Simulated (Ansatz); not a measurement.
`CO[SiH2]BO` + `C[O][GeH]([F])[S]C` → `CS[SiH2]BO` + `C[O][GeH]([F])[O]C`  (redistribution)

Isolated molecules relaxed with PBE0-D4/def2-TZVP in Ansatz; ΔE leaves out vibrations. CCSD(T)/CBS adds triple-zeta CCSD(T) − MP2 to the extrapolated MP2 energy (def2 sets, frozen cores). DFT in def2-TZVPP. B3LYP here is the variant with VWN-RPA as its local correlation; programs differ in this. For Ge outer-core shells are correlated without core-valence functions, which leaves a few kJ/mol of doubt a bond. Scalar relativity is left out up to krypton. One conformer a species, not always the lowest.

Problem. Is it downhill or uphill in electronic energy at CCSD(T)/CBS, and by how much? (An estimate is asked.)

Solution. Ansatz gave: Uphill: ΔE = +11.0 kcal/mol.

Problem. What do these levels give: PBE-D4, PBE, r2SCAN, B3LYP, MP2/def2-TZVPP, HF/def2-QZVPP? (Estimate.)

Solution. Ansatz gave: PBE-D4 10.9, PBE 10.9, r2SCAN 11.2, B3LYP 12.1, MP2/def2-TZVPP 10.7, HF/def2-QZVPP 10.8 kcal/mol.

Largest T1 diagnostic among the species: 0.013.
